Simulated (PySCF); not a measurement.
Choosing a molecule for a target property.

Each SMILES stands for a single optimised conformer of the isolated species (atoms past krypton carry core potentials, spin–orbit coupling is left out); the electronic structure was computed with PySCF and density fitting.

Dipoles, sizes and rotational constants follow the conformer. The torsions of the flexible species, by atom-mapped SMILES:
- `[CH2:1]=[C:2]1[CH:3]=[CH:4]/[C:5]1=[C:6](\[CH3:7])[O:8][SiH3:9]`: C5–C6–O8–Si9 156°
- `[SiH3:1][O:2][CH2:3][c:4]1[cH:5][cH:6][cH:7][cH:8][cH:9]1`: Si1–O2–C3–C4 -65°, O2–C3–C4–C5 -44°
- `[cH:1]1[cH:2][o:3][c:4]([C@@H:5]2[CH2:6][CH2:7][SiH2:8]2)[cH:9]1`: O3–C4–C5–C6 52°

The conformers of `C#CC1=C[C@@H](C)[Si@@H](O)C1` and `C#C[C@@H]1C=CC[Si@H]1OC` aren't listed.

Question: Wanted: static isotropic polarisability above 116 au (wB97X-D/def2-SVPD) and HOMO–LUMO gap below 10.3 eV (wB97X-D/def2-SVPD), at PBE0-D3(BJ)/def2-SVP geometries. Which candidate meets both?
A. `CC(C)(C)[O][SnH3]`
B. `C([C@@H]1C=CC[Si@H]1OC)#C`
C. `C=C1C=C/C1=C(\C)O[SiH3]`
D. `C#CC1=C[C@@H](C)[Si@@H](O)C1`
E. `[SiH3]OCc1ccccc1`

Answer: C. Computed values:
| species | static isotropic polarisability | HOMO–LUMO gap |
| --- | --- | --- |
| CC(C)(C)[O][SnH3] | 94.1 au | 10.51 eV |
| C([C@@H]1C=CC[Si@H]1OC)#C | 107.2 au | 10.84 eV |
| [SiH3]OCc1ccccc1 | 109.0 au | 10.17 eV |
| C#CC1=C[C@@H](C)[Si@@H](O)C1 | 111.6 au | 9.43 eV |
| C=C1C=C/C1=C(\C)O[SiH3] | 120.9 au | 8.68 eV |

Question: Wanted: lowest triplet excitation (Tamm–Dancoff) above 3.2 eV (TDA wB97X-D/def2-SVPD) and vertical ionisation energy below 8.2 eV (ΔSCF wB97X-D/def2-SVPD), at PBE0-D3(BJ)/def2-SVP geometries. Which candidate meets both?
A. `c1coc([C@@H]2CC[SiH2]2)c1`
B. `C=C1C=C/C1=C(\C)O[SiH3]`
C. `[SiH3]OCc1ccccc1`
D. `C#CC1=C[C@@H](C)[Si@@H](O)C1`

Answer: A. Computed values:
| species | lowest triplet excitation (Tamm–Dancoff) | vertical ionisation energy |
| --- | --- | --- |
| C=C1C=C/C1=C(\C)O[SiH3] | 2.91 eV | 7.68 eV |
| C#CC1=C[C@@H](C)[Si@@H](O)C1 | 3.46 eV | 8.48 eV |
| c1coc([C@@H]2CC[SiH2]2)c1 | 3.93 eV | 7.91 eV |
| [SiH3]OCc1ccccc1 | 4.14 eV | 9.06 eV |
